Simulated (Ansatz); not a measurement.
Calculated with Ansatz (gas phase, PBE0-D4/def2-TZVP geometries, no zero-point term in ΔE). CBS: MP2 limit from def2 TZ/QZ plus the TZ coupled-cluster correction, frozen cores. Functionals use def2-TZVPP. B3LYP here is the variant with VWN-RPA as its local correlation; programs differ in this. One conformer a species, not always the lowest.

Consider the redistribution: `OCOB[SiH3]` + `CNBO` → `CNB[SiH3]` + `OBOCO`.

```tsv
level	ΔE (kcal/mol)	difference from CCSD(T)/CBS
PBE-D4	-8.1	-0.1
r2SCAN-D4	-8.1	-0.1
ωB97M-V	-7.6	0.4
PBE	-8.6	-0.6
r2SCAN	-8.2	-0.2
PBE0	-8.5	-0.5
B3LYP	-8.6	-0.6
SCS-MP2/def2-TZVPP	-8.2	-0.2
CCSD/def2-TZVPP	-8.1	-0.1
CCSD(T)/def2-TZVPP	-8.1	-0.1
HF/def2-QZVPP	-8.1	-0.1
MP2/def2-QZVPP	-8.3	-0.3
SCS-MP2/def2-QZVPP	-8.1	-0.1
HF/CBS(def2)	-8.1	-0.1
MP2/CBS(def2)	-8.2	-0.2
CCSD/CBS(def2)	-7.9	0.1
CCSD(T)/CBS	-8.0	0
```

Largest T1 diagnostic among the species: 0.014.

The D4 term adds +0.9 kcal/mol with B3LYP and +0.5 kcal/mol with PBE0; it sums over pairs of atoms, weighted by their polarisabilities, and B3LYP, whose exchange is more repulsive, gets the larger term.
